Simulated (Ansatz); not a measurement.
Ansatz (an electronic-structure program) input (B3LYP-D3(BJ)/def2-TZVP):

Ansatz 0.2 input:
```yaml
crystal:
  periodic: [false, false, false]
  atoms:
    - {symbol: Ba, position_ang: [-0.00000000, -0.00000000, -0.30023527]}
    - {symbol: F, position_ang: [0.00000000, 0.00000000, 1.86813054]}
basis:
  gaussian:
    orbitals: def2-TZVP
hamiltonian:
  xc: b3lyp
  dispersion: d3bj
magnetization: {spin_polarized: true, initial_magnetization: 1}
phonons: {temperatures: {t_min: 298.15, t_max: 298.15, t_step: 100}}
```

Output:

```
Functional definition: B3LYP
integrals: 0.01 GiB planned
443 factors; their error is unknown
mean field: 0.19 GiB planned
mean field evaluation 1: about -3409.5881 eV, gradient 3.5e1 eV
mean field evaluation 2: about -3325.5116 eV, gradient 1.5e2 eV
mean field evaluation 4: about -3413.7061 eV, gradient 3.1e0 eV
mean field evaluation 8: about -3413.7632 eV, gradient 5.1e-2 eV
mean field evaluation 16: about -3413.7633 eV, gradient 8.3e-5 eV
mean field -3413.76326043 eV, -125.4534858888 hartree, gradient 3.4e-5 eV, S^2 0.750088; 1 other end points of the search recorded, 0 dependent functions left out
the calculation of the forces begins
reference -3413.76345641 eV, -125.4534930913 hartree; 10, 9 occupied and 61, 62 virtual orbitals, 443 factors
these checks for a lower state are left out or cut short: stability, starts, cluster_reference, orbital_swaps, neighbouring_geometries, increment
integrals: 0.01 GiB planned
443 factors; their error is unknown
mean field: 0.19 GiB planned
mean field -3413.76326043 eV, -125.4534858889 hartree, gradient 4.8e-7 eV, S^2 0.750088; 0 other end points of the search recorded, 0 dependent functions left out
the calculation of the forces begins
reference -3413.76345642 eV, -125.4534930913 hartree; 10, 9 occupied and 61, 62 virtual orbitals, 443 factors
these checks for a lower state are left out or cut short: stability, starts, cluster_reference, orbital_swaps, neighbouring_geometries, increment
integrals: 0.01 GiB planned
443 factors; their error is unknown
mean field: 0.19 GiB planned
mean field evaluation 32: about -3413.7633 eV, gradient 5.0e-5 eV
mean field -3413.76326043 eV, -125.4534858889 hartree, gradient 4.8e-7 eV, S^2 0.750088; 0 other end points of the search recorded, 0 dependent functions left out
the calculation of the forces begins
reference -3413.76345642 eV, -125.4534930913 hartree; 10, 9 occupied and 61, 62 virtual orbitals, 443 factors
these checks for a lower state are left out or cut short: stability, starts, cluster_reference, orbital_swaps, neighbouring_geometries, increment
integrals: 0.01 GiB planned
443 factors; their error is unknown
mean field: 0.19 GiB planned
mean field -3413.76326043 eV, -125.4534858889 hartree, gradient 4.8e-7 eV, S^2 0.750088; 0 other end points of the search recorded, 0 dependent functions left out
the calculation of the forces begins
reference -3413.76345642 eV, -125.4534930913 hartree; 10, 9 occupied and 61, 62 virtual orbitals, 443 factors
these checks for a lower state are left out or cut short: stability, starts, cluster_reference, orbital_swaps, neighbouring_geometries, increment
integrals: 0.01 GiB planned
443 factors; their error is unknown
mean field: 0.19 GiB planned
mean field -3413.76326043 eV, -125.4534858889 hartree, gradient 4.8e-7 eV, S^2 0.750088; 0 other end points of the search recorded, 0 dependent functions left out
the calculation of the forces begins
reference -3413.76345642 eV, -125.4534930913 hartree; 10, 9 occupied and 61, 62 virtual orbitals, 443 factors
these checks for a lower state are left out or cut short: stability, starts, cluster_reference, orbital_swaps, neighbouring_geometries, increment
integrals: 0.01 GiB planned
443 factors; their error is unknown
mean field: 0.19 GiB planned
mean field -3413.76321575 eV, -125.4534842470 hartree, gradient 1.7e-6 eV, S^2 0.750088; 0 other end points of the search recorded, 0 dependent functions left out
the calculation of the forces begins
reference -3413.76341166 eV, -125.4534914466 hartree; 10, 9 occupied and 61, 62 virtual orbitals, 443 factors
these checks for a lower state are left out or cut short: stability, starts, cluster_reference, orbital_swaps, neighbouring_geometries, increment
integrals: 0.01 GiB planned
443 factors; their error is unknown
mean field: 0.19 GiB planned
mean field evaluation 64: about -3413.7632 eV, gradient 1.4e-6 eV
mean field -3413.76322186 eV, -125.4534844717 hartree, gradient 1.7e-6 eV, S^2 0.750088; 0 other end points of the search recorded, 0 dependent functions left out
the calculation of the forces begins
reference -3413.76341793 eV, -125.4534916769 hartree; 10, 9 occupied and 61, 62 virtual orbitals, 443 factors
these checks for a lower state are left out or cut short: stability, starts, cluster_reference, orbital_swaps, neighbouring_geometries, increment
integrals: 0.01 GiB planned
443 factors; their error is unknown
mean field: 0.19 GiB planned
mean field -3413.76326043 eV, -125.4534858889 hartree, gradient 4.8e-7 eV, S^2 0.750088; 0 other end points of the search recorded, 0 dependent functions left out
the calculation of the forces begins
reference -3413.76345642 eV, -125.4534930913 hartree; 10, 9 occupied and 61, 62 virtual orbitals, 443 factors
these checks for a lower state are left out or cut short: stability, starts, cluster_reference, orbital_swaps, neighbouring_geometries, increment
integrals: 0.01 GiB planned
443 factors; their error is unknown
mean field: 0.19 GiB planned
mean field -3413.76326043 eV, -125.4534858889 hartree, gradient 4.8e-7 eV, S^2 0.750088; 0 other end points of the search recorded, 0 dependent functions left out
the calculation of the forces begins
reference -3413.76345642 eV, -125.4534930913 hartree; 10, 9 occupied and 61, 62 virtual orbitals, 443 factors
these checks for a lower state are left out or cut short: stability, starts, cluster_reference, orbital_swaps, neighbouring_geometries, increment
integrals: 0.01 GiB planned
443 factors; their error is unknown
mean field: 0.19 GiB planned
mean field -3413.76326043 eV, -125.4534858889 hartree, gradient 4.8e-7 eV, S^2 0.750088; 0 other end points of the search recorded, 0 dependent functions left out
the calculation of the forces begins
reference -3413.76345642 eV, -125.4534930913 hartree; 10, 9 occupied and 61, 62 virtual orbitals, 443 factors
these checks for a lower state are left out or cut short: stability, starts, cluster_reference, orbital_swaps, neighbouring_geometries, increment
integrals: 0.01 GiB planned
443 factors; their error is unknown
mean field: 0.19 GiB planned
mean field -3413.76326043 eV, -125.4534858889 hartree, gradient 4.8e-7 eV, S^2 0.750088; 0 other end points of the search recorded, 0 dependent functions left out
the calculation of the forces begins
reference -3413.76345642 eV, -125.4534930913 hartree; 10, 9 occupied and 61, 62 virtual orbitals, 443 factors
these checks for a lower state are left out or cut short: stability, starts, cluster_reference, orbital_swaps, neighbouring_geometries, increment
integrals: 0.01 GiB planned
443 factors; their error is unknown
mean field: 0.19 GiB planned
mean field evaluation 96: about -3413.7493 eV, gradient 2.8e-4 eV
mean field -3413.76322186 eV, -125.4534844717 hartree, gradient 1.7e-6 eV, S^2 0.750088; 0 other end points of the search recorded, 0 dependent functions left out
the calculation of the forces begins
reference -3413.76341793 eV, -125.4534916769 hartree; 10, 9 occupied and 61, 62 virtual orbitals, 443 factors
these checks for a lower state are left out or cut short: stability, starts, cluster_reference, orbital_swaps, neighbouring_geometries, increment
integrals: 0.01 GiB planned
443 factors; their error is unknown
mean field: 0.19 GiB planned
mean field -3413.76321575 eV, -125.4534842470 hartree, gradient 1.7e-6 eV, S^2 0.750088; 0 other end points of the search recorded, 0 dependent functions left out
the calculation of the forces begins
reference -3413.76341166 eV, -125.4534914466 hartree; 10, 9 occupied and 61, 62 virtual orbitals, 443 factors
Total energy: -3413.80160420 eV, -125.4548949964 hartree
Atom 0 at    -0.000000    -0.000000    -0.300235 Å, force     0.000000    -0.000000    -0.000016 eV/Å
Atom 1 at     0.000000     0.000000     1.868131 Å, force    -0.000000     0.000000     0.000016 eV/Å
Dipole moment:     0.000000     0.000000    -0.696319 e Å
Vibrations: 465.89 cm⁻¹, zero-point energy 0.028882 eV
```
